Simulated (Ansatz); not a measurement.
C2H6N2, SMILES `C/N=C\N` (charge 0, multiplicity 1).

Z-matrix (Å, degrees):
```
C
N 1 1.2690
N 1 1.3764 2 127.99
H 3 1.0049 1 118.25 2 -165.43
H 3 1.0058 4 115.61 1 -150.72
H 1 1.0892 2 118.57 3 177.52
C 2 1.4510 1 117.63 6 179.36
H 7 1.0890 2 109.38 1 178.52
H 7 1.0983 8 107.77 2 -122.09
H 7 1.1001 8 107.39 9 -115.57
```
Charge 0, spin multiplicity 1.

Frozen-core energies in 6-31g from Ansatz (an electronic-structure program) at a geometry from B3LYP-D3(BJ)/def2-TZVP; the HF reference has <S^2> = 0.00 and the T1 diagnostic is 0.012.

| level | energy (Ha) | difference from CCSDT(Q) (mHa) |
|---|---|---|
| HF | -188.01475 | 446.28 |
| MP2 | -188.41426 | 46.77 |
| CCSD | -188.44738 | 13.65 |
| CCSD(T) | -188.45919 | 1.84 |
| CCSDT | -188.45975 | 1.28 |
| CCSDT(Q) | -188.46103 | 0.00 |
